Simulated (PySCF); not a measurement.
Si(F)2(Br)(NH2) (BrF2H2NSi), SMILES N[Si](F)(F)Br. Atoms are numbered in the order given.

```xyz
7

N      1.4176     1.6565     0.0000
Si    -0.0443     0.8140     0.0000
F     -0.8762     1.2226     1.3093
F     -0.8762     1.2226    -1.3093
Br     0.0719    -1.3844     0.0000
H      1.9764     1.7288     0.8419
H      1.9764     1.7288    -0.8419
```
Charge 0, spin multiplicity 1.

Geometry: PBE0-D3(BJ)/def2-SVP. This is a generated structure with no PubChem entry under its InChIKey; it may be hypothetical. The values are those of a single conformer.

Two levels are set side by side: PBE/pcSseg-1 (PySCF) and PBE0/pcSseg-1 (PySCF). GIAO shifts against CFCl3 (¹⁹F), NH3 (¹⁵N), TMS (²⁹Si), TMS (¹H) at the same level; non-relativistic, no solvent, atoms listed together averaged. Without spin–orbit terms, shifts of atoms bonded to Cl or Br come out too high at both levels. Differences are taken from unrounded values.

```
quantity                  PBE0
----------------------  ------
δ(¹⁵N) of N1 (ppm)        37.8
δ(²⁹Si) of Si2 (ppm)     -34.6
δ(¹⁹F) of F3, F4 (ppm)  -127.8
δ(¹H) of H6, H7 (ppm)     1.74
```

**Question.** What does PBE give, and how far is it from PBE0? (The exact figures need the calculation; the answer reports its results.)

**Answer.** 
```json
[
 {"quantity": "δ(¹⁵N) of N1 (ppm)", "PBE": "43.2", "PBE minus PBE0": "5.4"},
 {"quantity": "δ(²⁹Si) of Si2 (ppm)", "PBE": "-33.9", "PBE minus PBE0": "0.7"},
 {"quantity": "δ(¹⁹F) of F3, F4 (ppm)", "PBE": "-142.1", "PBE minus PBE0": "-14.3"},
 {"quantity": "δ(¹H) of H6, H7 (ppm)", "PBE": "1.60", "PBE minus PBE0": "-0.13"}
]
```

Rough cost on one machine, each run with all the roots and properties that it gave: PBE0 against PBE within a factor of 2.
